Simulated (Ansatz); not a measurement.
Frontier orbitals of ClH$_{3}$SiZn, SMILES `Cl[SiH2][ZnH]`.

```xyz
6

Cl    0.5668    1.6852    1.4923
Si   -0.5268    0.2306    0.4802
Zn    0.8820   -0.7446   -1.1792
H    -1.0089   -0.7241    1.5163
H    -1.7332    0.9166   -0.0593
H     1.8200   -1.3637   -2.2503
```

Total charge 0; spin multiplicity 1. For Zn the d shell is correlated and the shells below it are frozen. Scalar relativity is left out up to krypton. Geometry: relaxed with PBE0-D4/def2-TZVP. Basis def2-TZVPP, Ansatz 0.2.0.

| functional | HOMO (eV) | LUMO (eV) | gap (eV) |
| --- | --- | --- | --- |
| LDA (SPW92) | -6.40 | -2.48 | 3.92 |
| PBE | -6.30 | -2.26 | 4.04 |
| B97M-V | -6.62 | -2.19 | 4.43 |
| PBE0 | -7.36 | -1.50 | 5.86 |
| B3LYP | -7.17 | -1.73 | 5.44 |
| r2SCAN0 | -7.52 | -1.35 | 6.17 |
| BHLYP | -8.32 | -0.78 | 7.54 |
| CAM-B3LYP | -8.62 | -0.64 | 7.98 |
| ωB97M-V | -9.38 | 0.05 | 9.43 |
| HF | -9.80 | 1.04 | 10.84 |

From PBE to PBE0 the HOMO moves by −1.06 eV and the LUMO by +0.75 eV, and with ωB97M-V by −3.08 and +2.31 eV, so the gap grows from 4.04 to 9.43 eV with exact exchange. A positive LUMO is unbound and depends on the basis.

B3LYP here is the variant with VWN-RPA as its local correlation; programs differ in this.
